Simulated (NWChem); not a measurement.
C$_{2}$H$_{7}$FSi; SMILES C[SiH](C)F

Computed with NWChem. The geometry was optimised at PBE0/def2-SVP. Level: PBE0/def2-SVP with SMD (1 M gas to 1 M solution), gas-phase geometry. Reactions with the solvent are ignored.

Task: Estimate the computed values for solvent water. Quantities: solvation free energy (kcal/mol); cavity-dispersion-structure term (kcal/mol); dipole in solution (D).

Result: 
```
Quantity                                     Result
-------------------------------------------  ------
solvation free energy (kcal/mol)                0.9
cavity-dispersion-structure term (kcal/mol)     4.1
dipole in solution (D)                         2.42
```
